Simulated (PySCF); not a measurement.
B(Cl)2(GeH3), H3BCl2Ge, SMILES Cl[B](Cl)[GeH3], singlet at its PBE0/def2-SVP optimised geometry (Å):

```
7

B      0.2893    -0.7084     0.0000
Cl     2.0375    -0.7084     0.0000
Cl    -0.5409    -2.2474     0.0426
Ge    -0.7876     1.0600     0.0000
H     -1.2607     1.3505     1.4388
H      0.0665     2.2474    -0.4777
H     -2.0375     0.9397    -0.8907
```

Level of theory: PBE0/def2-TZVP (PySCF).

Map of the electron localisation function on the plane z = 1.5 Å:

```
|0000000000000000000000000000000|
|0000000000000000000000000000000|
|0000000000000000000000000000000|
|0000000000000000000000000000000|
|0000000000000000000000000000000|
|0000000001110000000000000000000|
|0000000135653100000000000000000|
|0000001489998520000000000000000|
|0000002799999851000000000000000|
|0000004899999973000000000000000|
|0000005999999984100000000000000|
|0000004999999984100000000000000|
|0000003899999962000000000000000|
|0000001589999731000001221000000|
|0000000257875311000012332100000|
|0000000012221111100124543200000|
|0000000000000011100245554210000|
|0000000000000000001245654310000|
|0000000000000000001245654310000|
|0000000000001111000135554210000|
|0000000001233332100023443200000|
|0000000002345554200001332100000|
|0000000012456665310000111000000|
|0000000012456665410000000000000|
|0000000001345665420000000000000|
|0000000001234454310000000000000|
|0000000000012333210000000000000|
|0000000000001111100000000000000|
|0000000000000000000000000000000|
|0000000000000000000000000000000|
|0000000000000000000000000000000|
```
Scale: ten equal steps from 0.000 (start of '0') to 1.000 (end of '9'), in the order '0123456789'; x runs from -4.50 to 4.50, y from -4.50 (bottom) to 4.50 (top).
